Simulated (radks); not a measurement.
The numbers below are computed, except where a source is named.
Task: The mean radii <r> (bohr) of the occupied orbitals of an atom or ion are listed with their occupations. Level of theory: Dirac Kohn-Sham, PBE, spin-unpolarised, spherical densities, point nucleus (a radial shooting solver on a logarithmic mesh with Libxc functionals).

orbital  occ.      <r>
1s1/2       2  0.03516
2s1/2       2   0.1534
2p1/2       2   0.1308
2p3/2       4   0.1353
3s1/2       2   0.4287
3p1/2       2   0.4233
3p3/2       4   0.4339
3d3/2       4   0.4133
3d5/2       6   0.4167
4s1/2       2    1.109
4p1/2       2    1.218
4p3/2       4    1.250
4d3/2       4    1.890
4d5/2       1    1.914
5d3/2       1    10.72

Name the element and its charge. Open shells, if any, fill j = l - 1/2 first.

Result: Z = 42, molybdenum, charge 0: Mo in [Kr] 4d5 5d1. The 1s radius gives Z: for a bare nucleus <r> = (2 gamma + 1)/(2Z) with gamma = sqrt(1 - (Z/c)^2), 0.03457 bohr for Z = 42, and screening makes it slightly larger (0.03516 here). The occupations add up to 42, and the charge is Z minus that.
